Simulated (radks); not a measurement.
The numbers below are computed, except where a source is named.
Q: All-electron atom: neutral chromium in [Ar] 3d5 4s1 (the NIST ground configuration). Level of theory: non-relativistic Kohn-Sham, PBE, spin-unpolarised, spherical densities, point nucleus; hard spherical wall at 3 bohr (a radial shooting solver on a logarithmic mesh with Libxc functionals). Some entries of the table are withheld. Estimate them.

| orbital | occ. | eigenvalue (hartree) | <r^2> (bohr^2) | <r> (bohr) |
|---|---|---|---|---|
| 1s | 2 | (1) | (2) | 0.06419 |
| 2s | 2 | -23.53406 | 0.1035 | 0.2961 |
| 2p | 6 | -19.90193 | 0.08381 | 0.2610 |
| 3s | 2 | -2.12661 | 0.9887 | 0.9245 |
| 3p | 6 | -1.13207 | 1.149 | 0.9881 |
| 3d | 5 | 0.42920 | 1.696 | 1.188 |
| 4s | 1 | 0.84120 | 3.651 | 1.823 |
| 4p | 0 | 1.22861 | 3.679 | (3) |
| 4d | 0 | 1.96221 | 3.333 | 1.663 |
| 5s | 0 | 3.91970 | 3.602 | 1.749 |

A: 
(1) 1s eigenvalue (hartree): -213.7646
(2) 1s <r^2> (bohr^2): 0.005527
(3) 4p <r> (bohr): 1.814
